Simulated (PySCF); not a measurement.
Isomers of C11H12, mass 144.094 u with the commonest isotopes. Theory: PBE0/pcSseg-1 in PySCF (dipole) on a GFN2-xTB geometry, gas phase. One conformer each, none proved a minimum here; rigid rotors.

Question: Order these by out-of-plane moment Σ m c² = (Ia + Ib − Ic)/2, largest first.
A. `[CH2:1]=[C:2]([CH3:3])[C:4](=[CH2:5])[c:6]1[cH:7][cH:8][cH:9][cH:10][cH:11]1` with C1–C2–C4–C5 162°, C2–C4–C6–C7 127°
B. `[CH2:1]=[CH:2][C:3]1=[CH:4][C@@H:5]2[C:6]([C:7](=[CH2:8])[CH3:9])=[CH:10][C@H:11]12` with C1–C2–C3–C4 177°, C5–C6–C7–C8 -2°
C. `[CH3:1][C:2]1=[CH:3][c:4]2[cH:5][cH:6][cH:7][cH:8][c:9]2[CH2:10][CH2:11]1` with C2–C3–C4–C5 164°, C8–C9–C10–C11 -147°, C9–C10–C11–C2 -50°, C1–C2–C11–C10 -149° (1,2-dihydro-3-methylnaphthalene)

Answer: B (53.63 u·Å²), A (51.71 u·Å²), C (9.90 u·Å²).

Question: Order these by rotational constant B, smallest first.
A. `[CH2:1]=[CH:2][C:3]1=[CH:4][C@@H:5]2[C:6]([C:7](=[CH2:8])[CH3:9])=[CH:10][C@H:11]12` with C1–C2–C3–C4 177°, C5–C6–C7–C8 -2°
B. `[CH2:1]=[C:2]([CH3:3])[C:4](=[CH2:5])[c:6]1[cH:7][cH:8][cH:9][cH:10][cH:11]1` with C1–C2–C4–C5 162°, C2–C4–C6–C7 127°
C. `[CH3:1][C:2]1=[CH:3][c:4]2[cH:5][cH:6][cH:7][cH:8][c:9]2[CH2:10][CH2:11]1` with C2–C3–C4–C5 164°, C8–C9–C10–C11 -147°, C9–C10–C11–C2 -50°, C1–C2–C11–C10 -149° (1,2-dihydro-3-methylnaphthalene)

Answer: A (654.9 MHz), B (727.4 MHz), C (815.0 MHz).

Question: Order these by radius of gyration √(Σ m r²/M), smallest first.
A. `[CH3:1][C:2]1=[CH:3][c:4]2[cH:5][cH:6][cH:7][cH:8][c:9]2[CH2:10][CH2:11]1` with C2–C3–C4–C5 164°, C8–C9–C10–C11 -147°, C9–C10–C11–C2 -50°, C1–C2–C11–C10 -149° (1,2-dihydro-3-methylnaphthalene)
B. `[CH2:1]=[C:2]([CH3:3])[C:4](=[CH2:5])[c:6]1[cH:7][cH:8][cH:9][cH:10][cH:11]1` with C1–C2–C4–C5 162°, C2–C4–C6–C7 127°
C. `[CH2:1]=[CH:2][C:3]1=[CH:4][C@@H:5]2[C:6]([C:7](=[CH2:8])[CH3:9])=[CH:10][C@H:11]12` with C1–C2–C3–C4 177°, C5–C6–C7–C8 -2°

Answer: A (2.359 Å), B (2.427 Å), C (2.511 Å).

```csv
SMILES,point group,Ia (u·Å²),Ib (u·Å²),Ic (u·Å²),κ,μa (D),μb (D),μc (D)
CC1=Cc2ccccc2CC1,C1,191.36,620.10,791.67,-0.82,0.98,0.43,0.07
C=C(C)C(=C)c1ccccc1,C1,205.64,694.79,797.00,-0.90,0.26,0.11,0.01
C=CC1=C[C@@H]2C(C(=C)C)=C[C@H]12,C1,190.65,771.71,855.10,-0.94,0.14,0.29,0.17
```
